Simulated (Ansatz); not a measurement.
C₂H₅O (SMILES [CH2]OC), doublet, geometry from GFN2-xTB; PBE/def2-SVP (Ansatz, a first-principles code).

Here is a job for Ansatz.
Ansatz 0.2 input:
```yaml
crystal:
  periodic: [false, false, false]
  atoms:
    - {symbol: C, position_ang: [1.21829606, -0.16765284, -0.00816610]}
    - {symbol: O, position_ang: [-0.01053073, 0.03540515, 0.54193710]}
    - {symbol: C, position_ang: [-1.08283755, 0.08170466, -0.36068832]}
    - {symbol: H, position_ang: [1.37028160, 0.04044441, -1.05256614]}
    - {symbol: H, position_ang: [2.02154297, -0.09427015, 0.69664668]}
    - {symbol: H, position_ang: [-0.93315226, 0.86184055, -1.11602031]}
    - {symbol: H, position_ang: [-1.21113336, -0.87973184, -0.87140938]}
    - {symbol: H, position_ang: [-1.97604407, 0.30416488, 0.22097881]}
basis:
  gaussian:
    orbitals: def2-SVP
hamiltonian:
  xc: pbe
magnetization: {spin_polarized: true, initial_magnetization: 1}
scf: {lower_state_search: standard}
```

Q: Predict the main parts of the log of this Ansatz run.

A: 
```
Functional definition: PBE
749 factors; their error is unknown
mean field evaluation 1: about -4186.9132 eV, gradient 3.1e1 eV
mean field evaluation 2: about -4183.9857 eV, gradient 3.9e1 eV
mean field evaluation 4: about -4191.9304 eV, gradient 3.5e0 eV
mean field evaluation 8: about -4191.9441 eV, gradient 4.9e-2 eV
mean field -4191.94409158 eV, -154.0511039636 hartree, gradient 3.5e-5 eV, S^2 0.752275; 0 other end points of the search recorded, 0 dependent functions left out
reference -4191.94411774 eV, -154.0511049252 hartree; 13, 12 occupied and 54, 55 virtual orbitals, 749 factors
Total energy: -4191.94411774 eV, -154.0511049252 hartree
```
